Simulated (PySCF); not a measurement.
Compound: C₅H₃OS (doublet state).
SMILES: `O=c1c[c]scc1`

Theory: PySCF, PBE0-D3(BJ)/def2-SVP geometry optimisation, gas phase.

Take the most abundant isotopes and a rigid rotor. 

(1) What are A, B and C (cm⁻¹)?

(2) Classify the top.

(3) What does the inertial defect say?

(4) Give the coordinates in the principal-axis frame, origin at the centre of mass.

(5) Predict some low-J microwave lines.

(6) Estimate the classical rotational partition function at 25 K, 298.15 K and 500 K.

Results:

(1) Ia = 93.35, Ib = 266.99, Ic = 360.34 u·Å²; 505379 MHz·u·Å²/I gives 5414, 1893 and 1403 MHz, that is A = 0.18059, B = 0.06314, C = 0.04678 cm⁻¹.

(2) An asymmetric top; Ray's κ = -0.756.

(3) Planar: Δ = Ic − Ia − Ib = 0.00 u·Å². For a rigid frame Δ = −2 Σ m c², so it vanishes when all atoms lie in the ab plane; here none is more than 0.01 Å from it.

(4) The sense of each axis is arbitrary; atoms in the order of the calculation.
```tsv
atom	mass (u)	a (Å)	b (Å)	c (Å)
O1	15.995	-2.627	0.033	-0.002
C2	12.000	-1.414	0.003	0.000
C3	12.000	-0.660	-1.280	0.001
C4	12.000	0.670	-1.302	0.001
S5	31.972	1.824	-0.070	-0.001
C6	12.000	0.745	1.299	0.001
C7	12.000	-0.600	1.234	0.001
H8	1.008	-1.266	-2.190	0.003
H9	1.008	1.275	2.257	0.001
H10	1.008	-1.176	2.162	0.001
```

(5) The dipole components are |μa| = 3.02 D, |μb| = 1.18 D, |μc| = 0.00 D; the mirror of this Cs structure is the ab plane, so μc vanishes by symmetry and there are no c-type lines. Intensities carry the squares of the components, which stand as 1.00 : 0.15 (a : b). Some lines, for components of 0.1 D or more:

| type | branch | J(Ka,Kc) | MHz | lower level (cm⁻¹) |
| --- | --- | --- | --- | --- |
| a | Q | 1(1,0) ← 1(1,1) | 490 | 0.227 |
| a | Q | 2(1,1) ← 2(1,2) | 1471 | 0.431 |
| b | R | 2(0,2) ← 1(1,1) | 3022 | 0.227 |
| a | R | 1(0,1) ← 0(0,0) | 3295 | 0.000 |
| b | Q | 1(1,0) ← 1(0,1) | 4011 | 0.110 |
| b | Q | 2(1,1) ← 2(0,2) | 4550 | 0.328 |
| a | R | 2(1,2) ← 1(1,1) | 6100 | 0.227 |
| a | R | 2(0,2) ← 1(0,1) | 6543 | 0.110 |
| b | R | 1(1,1) ← 0(0,0) | 6816 | 0.000 |
| a | R | 2(1,1) ← 1(1,0) | 7081 | 0.244 |
| b | R | 2(1,2) ← 1(0,1) | 9622 | 0.110 |
| b | Q | 2(2,0) ← 2(1,1) | 10611 | 0.480 |
| b | Q | 2(2,1) ← 2(1,2) | 12034 | 0.431 |
| b | R | 2(2,1) ← 1(1,0) | 17644 | 0.244 |
| b | R | 2(2,0) ← 1(1,1) | 18182 | 0.227 |

(6) Point group Cs, symmetry number σ = 1; q = (√π/σ)·√((kT/h)³/(ABC)), k/h = 20836.6 MHz/K: 5560 at 25 K, 229000 at 298.15 K, 497000 at 500 K.

For this open shell read J as N, the rotation without spin; fine and hyperfine splittings come on top. No PBE0-D3(BJ)/def2-SVP frequencies stand behind this structure, so it isn't proved a minimum. ⟨S²⟩ = 0.761 (exact for a doublet: 0.75). No vibrational averaging or centrifugal distortion is included, and the geometry carries the error of its method.
